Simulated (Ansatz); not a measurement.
`[F][SbH][SeH]` at its PBE0-D4/def2-TZVP geometry, where that method's forces vanish. The species carries charge 0 and has multiplicity 1. Sb takes the def2 core potential.

```csv
atom,x (Å),y (Å),z (Å)
F1,-1.708,0.997,0.356
Sb2,0.184,1.214,0.095
Se3,0.991,-0.991,1.066
H4,0.102,0.583,-1.497
H5,0.433,-1.803,-0.021
```

(1) For each bond, give half the difference of the two atoms' forces along it (eV/Å; positive pushes the atoms apart) under PBE-D4, r2SCAN-D4, B3LYP-D4, ωB97M-V in def2-TZVPP. (Best estimate.)

Results:

(1) Computed: 
```tsv
bond	length (Å)	PBE-D4	r2SCAN-D4	B3LYP-D4	ωB97M-V
F1–Sb2	1.922	0.64	0.12	0.36	-0.01
Sb2–Se3	2.540	0.25	0.09	0.28	-0.11
Sb2–H4	1.715	0.25	0.04	0.07	-0.16
Se3–H5	1.468	0.26	-0.02	0.04	-0.11
```

B3LYP here is the variant with VWN-RPA as its local correlation; programs differ in this.
